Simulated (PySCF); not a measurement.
How methods differ on the ionisation energy of Au⁷⁵⁺

Au⁷⁵⁺ [He] 2s2 (1S) → Au⁷⁶⁺ [He] 2s1 (2S), as a difference of total energies. Computed with PySCF 2.14 in an uncontracted even-tempered set (18 s from 59 bohr⁻², ratio 2.2; 8 p from 89 bohr⁻², ratio 2.4; 5 d from 270 bohr⁻², ratio 2.4; 5 f from 400 bohr⁻², ratio 2.4; 4 g from 600 bohr⁻², ratio 2.4), with the spin-free X2C one-electron Hamiltonian (Gaussian nucleus). Correlated levels: nothing frozen; virtual orbitals above 40 to 60 times the deepest correlated orbital energy dropped. The calculations carry no spin-orbit coupling.

```tsv
method	ionisation energy (eV)
UHF	22533.7
LDA	22522.0
PBE	22543.7
PBE0	22541.6
r2SCAN	22530.7
TPSS	22541.7
M06-2X	22546.8
MP2 (all electrons)	22538.2
SCS-MP2 (all electrons)	22539.0
```

How much does correlation contribute at MP2 (all electrons)?

22538.2 − (22533.7) = 4.5 eV, measured against UHF.

For this ion Breit and QED terms and the two-electron picture change, all absent here, outweigh the differences among the correlated methods.

For comparison: 22500 ± 100 eV (theoretical estimate listed by NIST; NIST Atomic Spectra Database, ionization energies).
